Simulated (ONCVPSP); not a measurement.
An all-electron radial function and its pseudo partner (Pd (Z = 46))

Columns: radius, all-electron u(r) and pseudo u(r) of the 4s shell (level -85.25 eV) of palladium in the configuration [Ar] 3d10 4s2 4p6 4d10; PBEsol, scalar-relativistic, ONCV scheme, ONCVPSP 4.0.1.

```tsv
r (bohr)	all-electron	pseudo
0.098	0.4259	0.1688
0.195	-0.2990	0.3323
0.292	-0.6640	0.4916
0.390	-0.3467	0.6475
0.488	0.2094	0.7922
0.585	0.6965	0.9129
0.682	1.0173	1.0007
0.780	1.1726	1.0524
0.878	1.1973	1.0671
0.975	1.1379	1.0444
1.072	1.0321	0.9834
1.170	0.9051	0.8876
1.268	0.7752	0.7714
1.365	0.6537	0.6533
1.463	0.5432	0.5431
1.560	0.4479	0.4478
1.658	0.3656	0.3656
1.755	0.2973	0.2972
1.852	0.2405	0.2405
1.950	0.1934	0.1934
2.047	0.1554	0.1554
2.145	0.1242	0.1242
2.242	0.0993	0.0993
2.340	0.0790	0.0790
2.438	0.0628	0.0628
2.535	0.0500	0.0499
```

(1) How many radial nodes do the two functions have?

(2) At about which radius was the pseudo-wave matched?

(3) Where does each function peak?

(4) Is the pseudo-wave norm-conserving?

Results:

(1) The all-electron 4s function has n − l − 1 = 3 (the table is too coarse to show those close to the nucleus); the pseudo-wave has 0, since the states of the same l below it are removed with the core.

(2) 1.55 bohr. The columns agree to 0.0005 from 1.36 bohr on; several derivatives are matched, so the curves merge somewhat inside the radius.

(3) Outermost all-electron maximum near 0.88 bohr, pseudo maximum near 0.88 bohr (to the table’s step).

(4) Yes: the ONCV scheme keeps the norm inside the radius equal to the all-electron one, which fixes the energy derivative of the logarithmic derivative at the level.
